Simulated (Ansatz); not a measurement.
CH₇ClO₂Si₂ (`O[SiH2]C[SiH](O)Cl`). Total charge 0; spin multiplicity 1.

```xyz
13

O     1.008   -1.288   -0.897
Si   -0.219   -0.301   -1.441
C    -1.090    0.285    0.092
Si    0.062    0.710    1.491
O     1.000   -0.564    1.876
Cl    1.196    2.319    0.862
H     1.610   -1.656   -1.545
H    -1.126   -1.077   -2.330
H     0.342    0.833   -2.220
H    -1.768   -0.501    0.444
H    -1.699    1.160   -0.160
H    -0.629    1.135    2.725
H     1.312   -1.054    1.103
```

Give the diagnostics of a CCSD(T)/def2-TZVPP run (frozen core, the Gaussian-basis code of Ansatz). (Best estimate.)

Computed: T1 = 0.0108, largest single amplitude 0.012, largest double 0.015, (T) share of the correlation energy 3.7 %, 8 CCSD cycles. The RHF solution is stable towards an unrestricted one. T1 lies under the customary mark of 0.02 for closed shells.
